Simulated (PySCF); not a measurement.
H2Be, charge +1, doublet, geometry from GFN2-xTB (such geometries of metal compounds can be far from the true shape) (a state made from the parent by changing its charge; the spin is typed, not shown lowest); M062X/def2-SV(P) (PySCF).

Input for PySCF:
```python
from pyscf import gto, scf, dft

mol = gto.Mole()
mol.atom = '''
    Be    0.00000000    0.00000000    0.00000000
    H     0.00000000    0.00000000    1.36263112
    H    -0.00000000   -0.00000000   -1.36263112
'''
mol.basis = 'def2-sv(p)'
mol.charge = 1
mol.spin = 1
mol.verbose = 4
mol.build()

mf = dft.UKS(mol)
mf.xc = 'm062x'
mf.init_guess = '1e'
mf = mf.newton()
mf.kernel()
```

Task: Predict the main parts of the log of this PySCF run.

Result: 
```
PySCF version 2.14.0

[INPUT] verbose = 4
[INPUT] num. atoms = 3
[INPUT] num. electrons = 5
[INPUT] charge = 1
[INPUT] spin (= nelec alpha-beta = 2S) = 1
[INPUT] symmetry False subgroup None
[INPUT] Mole.unit = angstrom
[INPUT] Symbol           X                Y                Z      unit          X                Y                Z       unit  Magmom
[INPUT]  1 Be     0.000000000000   0.000000000000   0.000000000000 AA    0.000000000000   0.000000000000   0.000000000000 Bohr   0.0
[INPUT]  2 H      0.000000000000   0.000000000000   1.362631120000 AA    0.000000000000   0.000000000000   2.574999625609 Bohr   0.0
[INPUT]  3 H      0.000000000000   0.000000000000  -1.362631120000 AA    0.000000000000   0.000000000000  -2.574999625609 Bohr   0.0

nuclear repulsion = 3.30097135372925
number of shells = 9
number of NR pGTOs = 27
number of NR cGTOs = 13
basis = def2-sv(p)
ecp = {}

******** <class 'pyscf.soscf.newton_ah.SecondOrderUKS'> ********
method = SecondOrderUKS
initial guess = 1e
damping factor = 0
level_shift factor = 0
DIIS = <class 'pyscf.scf.diis.CDIIS'>
diis_start_cycle = 1
diis_space = 8
diis_damp = 0
SCF conv_tol = 1e-09
SCF conv_tol_grad = None
SCF max_cycles = 50
direct_scf = True
direct_scf_tol = 1e-13
number electrons alpha = 3  beta = 2
XC library pyscf.dft.libxc version 7.1.2
    S. Lehtola, C. Steigemann, M. J. T. Oliveira, and M. A. L. Marques,  SoftwareX 7, 1–5 (2018)
XC functionals = m062x
    Y. Zhao and D. G. Truhlar,  Theor. Chem. Acc. 120, 215 (2008)
    Y. Zhao and D. G. Truhlar,  Theor. Chem. Acc. 120, 215 (2008)
radial grids:
    Treutler-Ahlrichs [JCP 102, 346 (1995); DOI:10.1063/1.469408] (M4) radial grids

becke partition: Becke, JCP 88, 2547 (1988); DOI:10.1063/1.454033
pruning grids: <function nwchem_prune>
grids dens level: 3
symmetrized grids: False
atomic radii adjust function: <function treutler_atomic_radii_adjust>
small_rho_cutoff = 0
******** <class 'pyscf.dft.uks.UKS'> Newton solver flags ********
SCF tol = 1e-09
conv_tol_grad = None
max. SCF cycles = 50
direct_scf = True
direct_scf_tol = 1e-13
max_cycle_inner = 12
max_stepsize = 0.05
ah_start_tol = 1e+09
ah_level_shift = 0
ah_conv_tol = 1e-12
ah_lindep = 1e-14
ah_start_cycle = 1
ah_max_cycle = 40
ah_grad_trust_region = 2.5
kf_interval = 4
kf_trust_region = 5
canonicalization = True
Set conv_tol_grad to 3.16228e-05
Initial guess from hcore.

tot grids = 33344
Initial guess E= -15.398047840417  |g|= 0.0464242
macro= 0  E= -15.3998667325939  delta_E= -0.00181889  |g|= 0.00115492  2 KF 8 JK
macro= 1  E= -15.399866739802  delta_E= -7.20815e-09  |g|= 7.6491e-05  1 KF 4 JK
macro= 2  E= -15.399866739802  delta_E= 7.10543e-15  |g|= 1.98507e-06  1 KF 2 JK
Canonicalize SCF orbitals
macro X = 3  E=-15.399866739802  |g|= 1.98507e-06  total 5 KF 18 JK
converged SCF energy = -15.399866739802  <S^2> = 0.75331169  2S+1 = 2.0033089
```
